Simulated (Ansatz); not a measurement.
```yaml
crystal:
  periodic: [true, true, true]
  atoms:
    - {symbol: F, position_ang: [-4.032371, 0.985612, 1.020466]}
    - {symbol: P, position_ang: [-2.620228, 1.528482, 1.341777]}
    - {symbol: F, position_ang: [-2.715860, 1.591175, 2.884107]}
    - {symbol: F, position_ang: [-2.828905, 3.022505, 1.003172]}
    - {symbol: Ag, position_ang: [-0.836279, 0.486420, 0.422855]}
    - {symbol: N, position_ang: [0.757830, -0.449689, -0.402899]}
    - {symbol: Si, position_ang: [1.758742, 0.461154, -1.445705]}
    - {symbol: Si, position_ang: [1.018443, -2.083585, 0.023135]}
    - {symbol: H, position_ang: [1.182837, 1.825759, -1.643097]}
    - {symbol: H, position_ang: [1.900863, -0.160785, -2.797305]}
    - {symbol: H, position_ang: [3.144736, 0.645842, -0.916794]}
    - {symbol: H, position_ang: [-0.097255, -2.568026, 0.891358]}
    - {symbol: H, position_ang: [2.286869, -2.297728, 0.784651]}
    - {symbol: H, position_ang: [1.080576, -2.987136, -1.165732]}
basis:
  gaussian: {orbitals: def2-SVP, point_charges: [{charge: -1.00, position_ang: [5.729, -0.891, 0.656]}]}
hamiltonian: {xc: {name: PBE-QIDH}}
output: {forces: true}
```

```sh
$ ansatz run in.yaml --threads 4 --pin off --events-out ev --progress --plain --max-ram 66560MiB --backend cpu
```

Question: How does Ansatz answer? (Best estimate.)

Answer: The calculation gave: The program refused the input.
```
Error: YAML parse error: error: line 2 column 3: crystal: missing field `lattice` (a structure is typed as `lattice` and `atoms`, a molecule's as `atoms` in Å alone, or read from a run's directory, `checkpoint`)
 --> <input>:2:3
1 | crystal:
2 |   periodic: [true, true, true]
3 |   atoms:
4 |     - {symbol: F, position_ang: [-4.032371, 0.985612, 1.020466]}
```
